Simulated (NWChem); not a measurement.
System: MgSi2H6; SMILES [Mg]([SiH3])[SiH3]

Input file for NWChem:

```
start job
memory heap 200 mb stack 900 mb global 1100 mb
geometry units angstroms noautoz
  Mg    -0.000152    -0.000006     0.000141
  Si    -0.000638     2.592634     0.000302
  H     -1.254191     3.184230     0.607952
  H      0.099592     3.184969    -1.388829
  H      1.151960     3.185170     0.781970
  Si    -0.000677    -2.592648     0.000223
  H      0.902840    -3.185210    -1.059553
  H     -1.370601    -3.184319    -0.252476
  H      0.465051    -3.184866     1.312842
end
basis spherical
  * library 6-31g*
end
dft
  xc mn15-l
  iterations 150
  mulliken
end
task dft energy
```

The geometry was optimised at PBE-D3(BJ)/def2-SVP.

Q: What results follow from this input? (MN15-L/6-31G* (spherical d).) Quantities: energy (Ha); highest occupied level (eV); orbital gap (eV).

A: 
```
Item                           Value
---------------------------  -------
energy (Ha)                  -782.38
highest occupied level (eV)    -5.92
orbital gap (eV)                3.89
```
